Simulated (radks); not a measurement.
Q: The iridium ion Ir10+, configuration [Xe] 4f11 6s2 (not the ground configuration). Calculated with a radial shooting solver on a logarithmic mesh with Libxc functionals: Dirac Kohn-Sham, BLYP, spin-unpolarised, spherical densities, point nucleus; open shells fill j = l - 1/2 first. Some entries of the table are withheld. Estimate them.

orbital  occ.  eigenvalue (hartree)  r(max) (bohr)
1s1/2       2             -2802.083        0.01081
2s1/2       2             -496.6475        0.06249
2p1/2       2             -476.0300        0.04620
2p3/2       4             -416.2121        0.05336
3s1/2       2             -122.5812         0.1759
3p1/2       2                   (1)         0.1644
3p3/2       4                   (2)         0.1790
3d3/2       4             -84.89700         0.1397
3d5/2       6             -82.06776         0.1438
4s1/2       2                   (3)         0.3962
4p1/2       2                   (4)         0.3948
4p3/2       4                   (5)         0.4244
4d3/2       4                   (6)         0.4174
4d5/2       6                   (7)         0.4265
5s1/2       2             -10.32475         0.8518
4f5/2       6             -10.17626         0.3821
4f7/2       5             -10.04641         0.3862
5p1/2       2              -8.94958            (8)
5p3/2       4              -8.26209            (9)
5d3/2       0                  (10)          1.058
5d5/2       0                  (11)          1.079
6s1/2       2              -4.74946          1.698
6p1/2       0              -4.23722          1.812
6p3/2       0              -4.02255          1.913

A: 
(1) 3p1/2 eigenvalue (hartree): -113.3640
(2) 3p3/2 eigenvalue (hartree): -100.2627
(3) 4s1/2 eigenvalue (hartree): -32.40017
(4) 4p1/2 eigenvalue (hartree): -28.50395
(5) 4p3/2 eigenvalue (hartree): -25.32584
(6) 4d3/2 eigenvalue (hartree): -18.93623
(7) 4d5/2 eigenvalue (hartree): -18.33521
(8) 5p1/2 r(max) (bohr): 0.8895
(9) 5p3/2 r(max) (bohr): 0.9519
(10) 5d3/2 eigenvalue (hartree): -6.17701
(11) 5d5/2 eigenvalue (hartree): -6.06656
